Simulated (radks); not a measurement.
Q: Coherent X-ray form factor from a spherical all-electron density. Method: Dirac Kohn-Sham, PBE, spin-unpolarised, spherical densities, finite nucleus; Fermi nuclear charge, rms radius of each element as measured or else 0.836 A^(1/3) + 0.57 fm; computed with a radial shooting solver on a logarithmic mesh with Libxc functionals.

| sin(theta)/lambda (1/angstrom) | f0 (electrons) |
|---|---|
| 0.05 | 67.088 |
| 0.1 | 64.742 |
| 0.15 | 61.643 |
| 0.2 | 58.223 |
| 0.25 | 54.706 |
| 0.3 | 51.249 |
| 0.4 | 44.927 |
| 0.5 | 39.599 |
| 0.6 | 35.140 |
| 0.8 | 28.112 |
| 1 | 23.047 |
| 1.25 | 18.905 |
| 1.5 | 16.330 |
| 2 | 12.840 |

The species is in the configuration that NIST lists as its ground one. Which atom or ion scatters so?

A: The thulium ion Tm+, [Xe] 4f13 6s1. Extrapolating in s^2 from the first two rows gives f0(0) = 67.9, near the electron count 68; among species with that count, the fall with angle is slower the higher Z, and the table is that of Z = 69; from so few rows the species is fixed only to a neighbour or two.
